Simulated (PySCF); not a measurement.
C2H6GeO2, SMILES [CH3][Ge@@H]([OH])[CH]=O. Atoms are numbered in the order given.

```xyz
11

C      2.0713    -0.1373    -0.3082
Ge     0.2656     0.0503     0.4291
O     -0.4632     1.6224    -0.0537
C     -1.0810    -1.1804    -0.4509
O     -1.9956    -0.6414    -1.0520
H      2.7254     0.6564     0.1026
H      2.0412    -0.0388    -1.4101
H      2.4991    -1.1231    -0.0387
H      0.2536    -0.1036     1.9789
H     -1.2766     1.3696    -0.5467
H     -1.0120    -2.3124    -0.4156
```
Charge 0, spin multiplicity 1.

The structure is a stationary point at PBE-D3(BJ)/def2-SVP. The structure was generated by enumeration; whether it is a known compound was not checked. The values are those of a single conformer.

Level of theory: PBE-D3(BJ)/def2-SVP (PySCF).

Frequencies are harmonic and unscaled.

| mode | ν (cm⁻¹) | IR (km/mol) | Raman (Å⁴/amu) | depolarisation | moving atoms (share of kinetic energy) |
|---|---|---|---|---|---|
| 1 | 81 | 1.0 | 1.2 | 0.74 | O 41 %, C 31 %, H 20 %, Ge 8 % |
| 2 | 101 | 0.2 | 0.1 | 0.64 | H 95 % |
| 3 | 156 | 6.1 | 4.5 | 0.74 | O 35 %, C 30 %, H 27 %, Ge 8 % |
| 4 | 175 | 9.7 | 2.7 | 0.69 | O 63 %, H 18 %, C 14 % |
| 5 | 202 | 5.9 | 2.4 | 0.72 | O 31 %, C 25 %, H 25 %, Ge 19 % |
| 6 | 341 | 12.3 | 6.2 | 0.29 | O 54 %, Ge 26 %, C 18 % |
| 7 | 454 | 58.2 | 0.6 | 0.55 | H 93 % |
| 8 | 544 | 63.7 | 25.0 | 0.40 | H 76 %, C 20 % |
| 9 | 586 | 3.5 | 19.2 | 0.22 | C 47 %, H 46 % |
| 10 | 589 | 11.6 | 12.0 | 0.59 | C 63 %, H 20 %, Ge 14 % |
| 11 | 674 | 55.3 | 7.1 | 0.68 | H 56 %, O 27 %, Ge 13 % |
| 12 | 693 | 19.7 | 11.1 | 0.47 | O 53 %, H 35 %, Ge 9 % |
| 13 | 762 | 35.2 | 2.8 | 0.75 | H 77 %, C 19 % |
| 14 | 826 | 55.3 | 9.4 | 0.74 | H 83 %, C 16 % |
| 15 | 843 | 24.4 | 1.7 | 0.68 | H 61 %, C 35 % |
| 16 | 1016 | 156.4 | 2.2 | 0.75 | H 91 % |
| 17 | 1200 | 4.5 | 3.0 | 0.06 | H 81 %, C 19 % |
| 18 | 1319 | 20.1 | 5.7 | 0.58 | H 82 %, C 12 % |
| 19 | 1378 | 2.4 | 11.5 | 0.73 | H 96 % |
| 20 | 1384 | 4.3 | 12.5 | 0.75 | H 96 % |
| 21 | 1722 | 126.5 | 9.2 | 0.75 | C 57 %, O 42 % |
| 22 | 2042 | 141.6 | 203.8 | 0.22 | H 99 % |
| 23 | 2755 | 183.1 | 295.7 | 0.38 | H 92 % |
| 24 | 2986 | 2.4 | 144.0 | 0.00 | H 97 % |
| 25 | 3093 | 1.7 | 92.2 | 0.73 | H 91 %, C 9 % |
| 26 | 3102 | 1.1 | 80.9 | 0.75 | H 90 %, C 10 % |
| 27 | 3581 | 70.8 | 54.8 | 0.13 | H 94 % |
